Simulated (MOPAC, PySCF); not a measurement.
Cl₃Ga, SMILES `[Cl][Ga]([Cl])[Cl]`, neutral singlet in the gas phase. 

Z-matrix (Å, degrees):
```
Ga
Cl 1 2.1117
Cl 1 2.1117 2 119.98
Cl 1 2.1117 2 119.99 3 -179.99
```
Charge 0, multiplicity 1.

All levels are single points at this geometry (PBE0-D4/def2-TZVP); Pople sets use spherical d functions. Orbital energies aren't observables, and empty levels follow the basis.

```json
[
 {"level": "PBE0-D4/def2-TZVP in PySCF", "HOMO (eV)": "-9.46", "LUMO (eV)": "-1.95", "gap (eV)": "7.51", "dipole (D)": "0.00", "vertical IE, Delta-SCF (eV)": "–"},
 {"level": "B3LYP/3-21G in PySCF", "HOMO (eV)": "-9.38", "LUMO (eV)": "-2.69", "gap (eV)": "6.70", "dipole (D)": "0.00", "vertical IE, Delta-SCF (eV)": "–"},
 {"level": "B3LYP/6-311+G** (LANL2DZ on Ga) in PySCF", "HOMO (eV)": "-9.31", "LUMO (eV)": "-2.41", "gap (eV)": "6.90", "dipole (D)": "0.00", "vertical IE, Delta-SCF (eV)": "–"},
 {"level": "B3LYP/LANL2DZ in PySCF", "HOMO (eV)": "-9.46", "LUMO (eV)": "-2.70", "gap (eV)": "6.76", "dipole (D)": "0.00", "vertical IE, Delta-SCF (eV)": "–"},
 {"level": "BP86/6-31G* in PySCF", "HOMO (eV)": "-8.10", "LUMO (eV)": "-3.18", "gap (eV)": "4.92", "dipole (D)": "0.00", "vertical IE, Delta-SCF (eV)": "–"},
 {"level": "PBE/6-31G* in PySCF", "HOMO (eV)": "-7.99", "LUMO (eV)": "-3.04", "gap (eV)": "4.95", "dipole (D)": "0.00", "vertical IE, Delta-SCF (eV)": "10.91"},
 {"level": "SVWN5/6-31G* in PySCF", "HOMO (eV)": "-8.11", "LUMO (eV)": "-3.32", "gap (eV)": "4.80", "dipole (D)": "0.00", "vertical IE, Delta-SCF (eV)": "11.07"},
 {"level": "HF/3-21G in PySCF", "HOMO (eV)": "-13.19", "LUMO (eV)": "0.75", "gap (eV)": "13.95", "dipole (D)": "0.00", "vertical IE, Delta-SCF (eV)": "–"},
 {"level": "HF/6-31G* in PySCF", "HOMO (eV)": "-12.82", "LUMO (eV)": "1.28", "gap (eV)": "14.10", "dipole (D)": "0.00", "vertical IE, Delta-SCF (eV)": "12.19"},
 {"level": "HF/STO-3G in PySCF", "HOMO (eV)": "-10.53", "LUMO (eV)": "3.27", "gap (eV)": "13.80", "dipole (D)": "0.00", "vertical IE, Delta-SCF (eV)": "–"},
 {"level": "AM1 in MOPAC", "HOMO (eV)": "-12.53", "LUMO (eV)": "-3.46", "gap (eV)": "9.07", "dipole (D)": "0.00", "vertical IE, Delta-SCF (eV)": "–"},
 {"level": "PM3 in MOPAC", "HOMO (eV)": "-11.46", "LUMO (eV)": "-4.16", "gap (eV)": "7.29", "dipole (D)": "0.00", "vertical IE, Delta-SCF (eV)": "–"},
 {"level": "PM7 in MOPAC", "HOMO (eV)": "-12.01", "LUMO (eV)": "-1.25", "gap (eV)": "10.76", "dipole (D)": "0.00", "vertical IE, Delta-SCF (eV)": "–"}
]
```
